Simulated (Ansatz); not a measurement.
Cl2FOSn, SMILES `[O][Sn]([F])([Cl])[Cl]` radical, relaxed with UKS PBE-D4/def2-SVP in Ansatz 0.2.0 from a rough embedded geometry. The force threshold is 0.03 eV/Å; the program also tests the step.

The species carries charge 0 and has multiplicity 2. Sn: def2 effective core potential.

Start:

```xyz
5

O    -1.385    0.853    1.246
Sn   -0.059   -0.026    0.046
F    -0.199   -1.927    0.294
Cl   -0.487    0.432   -2.155
Cl    2.130    0.669    0.569
```

How much energy does the relaxation release, and in how many steps? (An estimate is asked.)

Ansatz gave: 0.95 kcal/mol, in 2 steps.

Which bonds change most? (Best estimate.)

Computed: Sn2–Cl4 from 2.289 to 2.338 Å; O1–Sn2 from 1.993 to 2.016 Å; Sn2–F3 from 1.922 to 1.943 Å; Sn2–Cl5 from 2.355 to 2.337 Å.

Give the relaxed structure. (Estimate.)

Computed: 
```xyz
5

O    -1.357    0.907    1.241
Sn   -0.041   -0.028    0.035
F    -0.153   -1.952    0.275
Cl   -0.561    0.425   -2.199
Cl    2.111    0.648    0.648
```
